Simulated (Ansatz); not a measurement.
Species: sum formula GaH2Br, charge 0, multiplicity 1. 
Structure (B3LYP-D3(BJ)/def2-TZVP (Ansatz, a first-principles code) minimum search):
```xyz
4

Ga    -1.1658     0.1109    -0.0078
Br     1.1370    -0.1082     0.0076
H     -1.6944     1.5759    -0.0015
H     -1.9611    -1.2281    -0.0229
```

Basis-set convergence of Hartree-Fock and MP2 correlation energies (hartree) with Ansatz. Correlated levels leave the core frozen unless marked. No spin-orbit coupling. Frozen are the shells of the preceding noble gas and the d and f shells that filled before the atom's block. Non-relativistic.

| basis | functions | E(HF) | E(corr, MP2) |
|---|---|---|---|
| def2-SVP | 74 | -4496.31287 | -0.18545 |
| def2-TZVPP | 124 | -4496.87840 | -0.24050 |
| def2-QZVPP | 238 | -4496.96841 | -0.26353 |

Extrapolating the two largest sets (X = 3 and 4) as X^-3: E(corr) = (64·(-0.26353) - 27·(-0.24050))/37 = -0.2803 Eh, an estimate of the basis-set limit. The largest set recovers 94.0 % of it, the smallest 66.2 %.
